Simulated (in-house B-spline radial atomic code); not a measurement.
Configurations of Zn IV (Zn3+), with energies counted from [Ar] (3d3/2)4 (3d5/2)5. Method: Dirac-Hartree-Fock, average of each configuration as written, Fermi nucleus of rms radius 3.9283 fm. Calculated with a B-spline radial code for spherical atoms. Energies include first-order Breit, QED and recoil terms.

Occupations are held fixed; configurations that lie above the ionisation limit could autoionise.

```tsv
configuration	E - E(ref) (eV)	highest orbital	its <r> (bohr)
[Ar] (3d3/2)3 (3d5/2)6	0.33466	3d5/2	0.811
[Ar] (3d3/2)3 (3d5/2)5 7s1	51.654	7s1/2	10.63
[Ne] 3s2 (3p1/2)2 (3p3/2)3 (3d3/2)4 (3d5/2)5 5s1	121.09	5s1/2	4.134
[Ne] 3s2 (3p1/2)1 (3p3/2)4 (3d3/2)3 (3d5/2)6 6s1	131.84	6s1/2	7.004
[Ne] 3s2 (3p1/2)2 (3p3/2)3 (3d3/2)3 (3d5/2)6 (5f5/2)1	133.89	5f5/2	7.766
[Ne] 3s2 (3p1/2)2 (3p3/2)3 (3d3/2)3 (3d5/2)6 (6g7/2)1	136.62	6g7/2	11
[Ne] 3s2 (3p1/2)2 (3p3/2)3 (3d3/2)3 (3d5/2)6 (7f7/2)1	138.19	7f7/2	16.69
```

(1) Order these further configurations by energy, lowest first.
A. [Ar] (3d3/2)3 (3d5/2)5 4s1
B. [Ar] (3d3/2)4 (3d5/2)4 (6f7/2)1
C. [Ar] (3d3/2)3 (3d5/2)5 (4p1/2)1
D. [Ar] (3d3/2)3 (3d5/2)5 (5p1/2)1
E. [Ne] 3s2 (3p1/2)1 (3p3/2)4 (3d3/2)4 (3d5/2)5 (7d3/2)1

(2) How far above the reference does [Ar] (3d3/2)2 (3d5/2)6 (6p1/2)1 lie?

(3) How far above the reference does [Ar] (3d3/2)2 (3d5/2)6 5s1 lie?

Answers

(1) A (17.022 eV), C (25.979 eV), D (42.478 eV), B (52.69 eV), E (140.04 eV).

(2) 49.12 eV; its least bound orbital is 6p1/2 with <r> = 7.769 bohr.

(3) 39.399 eV; its least bound orbital is 5s1/2 with <r> = 4.138 bohr.
